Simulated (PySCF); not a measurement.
Highest orbital energy against ionisation energy along group 15

Calculated with PySCF 2.14, no spin-orbit coupling. Each cell gives −ε(HOMO) / ΔSCF in eV; NIST values include spin-orbit coupling, (s) semi-empirical, (t) theoretical.

| species | UHF | LDA | PBE | PBE0 | r2SCAN | NIST (lowest levels) |
| --- | --- | --- | --- | --- | --- | --- |
| N²⁺ (aug-cc-pVTZ-DK, spin-free X2C) | 47.987 / 47.261 | 38.545 / 47.829 | 38.799 / 47.981 | 41.225 / 47.966 | 39.743 / 48.183 | 47.445 (s) |
| P²⁺ (aug-cc-pVTZ-DK, spin-free X2C) | 29.956 / 29.566 | 24.787 / 30.190 | 24.938 / 30.225 | 26.353 / 30.247 | 25.387 / 30.356 | 30.203 |
| As²⁺ (aug-cc-pVTZ-DK, spin-free X2C) | 27.814 / 27.487 | 23.217 / 28.255 | 23.191 / 28.081 | 24.523 / 28.115 | 23.656 / 28.311 | 28.349 ± 0.012 |
| Sb²⁺ (aug-cc-pVTZ-DK3, spin-free X2C) | 24.430 / 24.141 | 20.582 / 24.939 | 20.483 / 24.701 | 21.646 / 24.740 | 20.855 / 24.854 | 25.323 |
| Bi²⁺ (aug-cc-pVTZ-DK3, spin-free X2C) | 23.346 / 23.075 | 19.739 / 23.920 | 19.595 / 23.657 | 20.711 / 23.687 | 19.938 / 23.747 | 25.571 |

**Question.** How far is −ε(HOMO) from ΔSCF on average for each method, and why?

**Answer.** UHF 0.40 eV; LDA -5.65 eV; PBE -5.53 eV; PBE0 -4.06 eV; r2SCAN -5.17 eV. Hartree-Fock orbital energies lack relaxation and so exceed the ΔSCF value; semilocal functionals have convex E(N) from self-interaction, so their HOMO lies far too high; exact exchange moves hybrids part of the way back.
